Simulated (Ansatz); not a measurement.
Consider the formal loss of a carbene: `C[Si](O)(O)Br` → `[CH2]` (triplet) + `O[SiH](O)Br`.

Isolated molecules relaxed with PBE0-D4/def2-TZVP in Ansatz; ΔE leaves out vibrations. CCSD(T)/CBS adds triple-zeta CCSD(T) − MP2 to the extrapolated MP2 energy (def2 sets, frozen cores). This one scheme is used for every species. DFT in def2-TZVPP. Triplets are unrestricted, without spin–orbit coupling. For Br outer-core shells are correlated without core-valence functions, which leaves a few kJ/mol of doubt a bond. Scalar relativity is left out up to krypton. One conformer a species, not always the lowest.

`C[Si](O)(O)Br`:

Z-matrix (Å, degrees):
```
C
Si 1 1.840
H 1 1.091 2 110.6
H 1 1.091 2 110.8 3 -120.5
H 1 1.093 2 109.6 3 119.7
O 2 1.636 1 113.9 3 -178.6
O 2 1.627 1 107.4 3 -57.3
Br 2 2.244 1 109.5 3 62.7
H 6 0.958 2 117.5 1 -101.9
H 7 0.959 2 117.9 1 -175.2
```

`[CH2]` (triplet):

```xyz
3

C    -0.269   -0.042   -0.044
H    -0.043    0.986    0.193
H     0.312   -0.944   -0.149
```

`O[SiH](O)Br`:

Z-matrix (Å, degrees):
```
Si
O 1 1.631
Br 1 2.230 2 107.4
O 1 1.621 2 109.9 3 -121.9
H 1 1.469 2 113.6 3 119.3
H 2 0.958 1 117.9 3 -25.3
H 4 0.959 1 118.6 2 53.3
```

```csv
level,ΔE (kcal/mol)
LC-ωPBE,115.1
CCSD/CBS(def2),114.8
```

What does CCSD(T)/CBS give? (An estimate is asked.)

Computed: +117.6 kcal/mol. The listed levels differ from it by -2.5, -2.8 kcal/mol.

Largest T1 diagnostic among the species: 0.011.

The D4 term adds +3.0 kcal/mol with B3LYP and +1.6 kcal/mol with PBE0; it sums over pairs of atoms, weighted by their polarisabilities, and B3LYP, whose exchange is more repulsive, gets the larger term. From BLYP to BHLYP (50 % exact exchange), in def2-TZVPP and without D4, ΔE moves by −0.8 kcal/mol. Leaving LDA and LC-ωPBE aside and taking each functional with its dispersion term where it has one, the values, not all of them listed here, spread over 7.9 kcal/mol, from r2SCAN0-D4 to ωB97X-V. LDA lies +17.7 kcal/mol from PBE without D4.

B3LYP here is the variant with VWN-RPA as its local correlation; programs differ in this.
